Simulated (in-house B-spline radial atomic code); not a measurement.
## wB97X excitations of neutral palladium

Method: wB97X. Computed with an all-electron radial atomic-structure program (B-spline basis): linear response of the closed shell [Kr] 4d10 with the functional's adiabatic kernel; scalar-relativistic (spin-free one-electron X2C), finite nucleus, no spin-orbit coupling, no double excitations, S, P, D and F terms only; shells from n = 2 respond. Only terms of natural parity with L up to 3 were computed.

Command:
```bash
python run_td.py task.json out
```
Settings (radii: box in bohr, nucleus in fm):
```
Z                        46
electrons                46
configuration            [Kr] 4d10
hamiltonian              x2c
method                   wb97x
box_radius               75
rms_radius               4.5318
intervals                77
```

Cost of the run: 3.5 s on 1 thread of Intel(R) Xeon(R) 6975P-C (Granite Rapids), on a shared host.

The lowest states, in the order of their Tamm-Dancoff energies; the method's threshold (minus the highest occupied level) is 7.892 eV. Labels give the largest channel, * marks a mixed state, and oscillator strengths are full-response dipole values. Semilocal kernels can invert the small singlet-triplet splittings of Rydberg terms. Energies in eV:

```json
{"state": "4d → 5s 3D", "full response": "0.934", "Tamm-Dancoff": "0.954", "oscillator strength": "-"}
{"state": "4d → 5s 1D", "full response": "1.281", "Tamm-Dancoff": "1.333", "oscillator strength": "-"}
{"state": "4d → 5p 1F", "full response": "4.417", "Tamm-Dancoff": "4.424", "oscillator strength": "-"}
{"state": "4d → 5p 3P", "full response": "4.425", "Tamm-Dancoff": "4.439", "oscillator strength": "-"}
{"state": "4d → 5p 3F", "full response": "4.476", "Tamm-Dancoff": "4.486", "oscillator strength": "-"}
{"state": "4d → 5p 1P", "full response": "?", "Tamm-Dancoff": "?", "oscillator strength": "?"}
{"state": "4d → 6s 3D", "full response": "5.824", "Tamm-Dancoff": "5.828", "oscillator strength": "-"}
{"state": "4d → 6s 1D", "full response": "5.925", "Tamm-Dancoff": "5.928", "oscillator strength": "-"}
{"state": "4d → 5d 3S", "full response": "6.328", "Tamm-Dancoff": "6.338", "oscillator strength": "-"}
{"state": "4d → 6p 3P", "full response": "?", "Tamm-Dancoff": "?", "oscillator strength": "-"}
```

(1) Where does 4d → 6p 3P lie?

(2) Where does 4d → 5p 1P lie?

(3) How large is the singlet-triplet splitting of 4d → 5s (D terms) in Tamm-Dancoff?

(4) What polarisabilities and dispersion coefficient does the method give?

Results:

(1) At 6.383 eV in full response, 6.386 eV in Tamm-Dancoff.

(2) At 4.787 eV in full response, 4.863 eV in Tamm-Dancoff, oscillator strength 0.387.

(3) 0.379 eV, from the unrounded values.

(4) Dipole 26.78 bohr³, quadrupole 431.4 bohr⁵, C6 192.6 hartree·bohr⁶ for two such species. Recommended dipole value: 26.14 ± 0.1 bohr³ (Schwerdtfeger and Nagle, table of static dipole polarizabilities (2023 update)), which includes relativity and correlation.
